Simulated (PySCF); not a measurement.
## `CO[C@@H](F)[SiH2][SiH2]C1CC1`: 4 charge schemes on one density

Species: C5H13FOSi2.
SMILES with atom numbers: `[CH3:1][O:2][C@@H:3]([F:4])[SiH2:5][SiH2:6][CH:7]1[CH2:8][CH2:9]1` (hydrogens: H10, H11, H12 on C1; H13 on C3; H14, H15 on Si5; H16, H17 on Si6; H18 on C7; H19, H20 on C8; H21, H22 on C9)

Structure used (GFN2-xTB), in Å, numbered top down from 1:
```
atom  x, y, z in Å
C1    -3.3961    0.5939   -0.6739
O2    -2.2718    0.5889    0.1863
C3    -1.9585   -0.6310    0.7403
F4    -1.5280   -1.5038   -0.2654
Si5   -0.5138   -0.2584    1.9580
Si6    1.0006    1.0140    0.7526
C7     1.6730   -0.0034   -0.6886
C8     3.0527    0.2354   -1.2342
C9     2.7740   -0.9979   -0.4427
H10   -3.5291    1.6214   -1.0048
H11   -4.2901    0.2544   -0.1386
H12   -3.2274   -0.0536   -1.5389
H13   -2.8430   -1.1309    1.1659
H14   -1.1832    0.3961    3.0890
H15   -0.0925   -1.5800    2.4462
H16    0.4523    2.2723    0.2248
H17    2.1445    1.3803    1.6091
H18    0.9365   -0.3128   -1.4215
H19    3.6562    1.0059   -0.7781
H20    3.2087    0.1402   -2.2990
H21    3.1890   -1.0657    0.5523
H22    2.7356   -1.9460   -0.9580
```

Density: PBE0/pcSseg-1 (PySCF); schemes: Mulliken, IAO, Hirshfeld and ESP-fitted. Geometry: GFN2-xTB, one conformer, isolated molecule.

Tabulate the Mulliken, IAO, Hirshfeld and ESP-fitted charges.

In e:

| atom | environment | Mulliken | IAO | Hirshfeld | ESP-fitted |
| --- | --- | --- | --- | --- | --- |
| C1 | methoxy carbon | -0.036 | -0.211 | -0.039 | -0.246 |
| O2 | ether oxygen | -0.510 | -0.376 | -0.129 | -0.205 |
| C3 | sp3 C–F carbon | +0.167 | +0.102 | +0.036 | +0.043 |
| F4 | alkyl fluorine | -0.349 | -0.348 | -0.132 | -0.230 |
| Si5 | SiH2 silicon | +0.388 | +0.442 | +0.229 | +0.178 |
| Si6 | SiH2 silicon | +0.382 | +0.478 | +0.249 | +0.201 |
| C7 | sp3 carbon bound to silicon | -0.530 | -0.404 | -0.131 | -0.180 |
| C8 | three-membered-ring carbon | -0.195 | -0.280 | -0.087 | -0.334 |
| C9 | three-membered-ring carbon | -0.210 | -0.283 | -0.088 | -0.266 |
| H10 | methyl hydrogen | +0.126 | +0.163 | +0.055 | +0.137 |
| H11 | methyl hydrogen | +0.094 | +0.128 | +0.042 | +0.111 |
| H12 | methyl hydrogen | +0.115 | +0.143 | +0.041 | +0.142 |
| H13 | methine hydrogen | +0.107 | +0.121 | +0.034 | +0.137 |
| H14 | Si–H hydrogen | -0.060 | -0.104 | -0.078 | -0.067 |
| H15 | Si–H hydrogen | -0.058 | -0.102 | -0.075 | -0.056 |
| H16 | Si–H hydrogen | -0.041 | -0.096 | -0.074 | -0.070 |
| H17 | Si–H hydrogen | -0.070 | -0.116 | -0.081 | -0.043 |
| H18 | methine hydrogen | +0.155 | +0.159 | +0.042 | +0.177 |
| H19 | methylene hydrogen | +0.130 | +0.144 | +0.044 | +0.150 |
| H20 | methylene hydrogen | +0.131 | +0.150 | +0.049 | +0.152 |
| H21 | methylene hydrogen | +0.132 | +0.142 | +0.043 | +0.131 |
| H22 | methylene hydrogen | +0.133 | +0.151 | +0.049 | +0.138 |

Mean size of the charges over all atoms: IAO 0.211 e, Mulliken 0.187 e, ESP-fitted 0.154 e, Hirshfeld 0.083 e. Each set sums to the total charge, 0, to within 0.001 e. The Mulliken scheme gives each basis function's population to the atom it is centred on and halves the overlap population of two atoms between them. The IAO scheme projects the occupied orbitals on a minimal set of polarised atomic orbitals and counts the electrons in each atom's part of it.

Lowest charge. The schemes don't all agree: Mulliken C7 (-0.530); IAO C7 (-0.404); Hirshfeld F4 (-0.132); ESP-fitted C8 (-0.334).

Highest charge. The schemes don't all agree: Mulliken Si5 (+0.388); IAO Si6 (+0.478); Hirshfeld Si6 (+0.249); ESP-fitted Si6 (+0.201).

How closely do the schemes follow one another over all atoms?

Correlation coefficient and root-mean-square difference: IAO with Hirshfeld 0.96, 0.148 e; Mulliken with IAO 0.96, 0.070 e; IAO with ESP-fitted 0.92, 0.108 e; Mulliken with Hirshfeld 0.90, 0.151 e; Mulliken with ESP-fitted 0.83, 0.134 e; Hirshfeld with ESP-fitted 0.81, 0.106 e.

Sum the charges by element, for elements with more than one atom.

```json
{"element": "C", "atoms": "5", "Mulliken": "-0.804", "IAO": "-1.078", "Hirshfeld": "-0.308", "ESP-fitted": "-0.982"}
{"element": "Si", "atoms": "2", "Mulliken": "+0.770", "IAO": "+0.920", "Hirshfeld": "+0.478", "ESP-fitted": "+0.380"}
{"element": "H", "atoms": "13", "Mulliken": "+0.894", "IAO": "+0.882", "Hirshfeld": "+0.090", "ESP-fitted": "+1.038"}
```
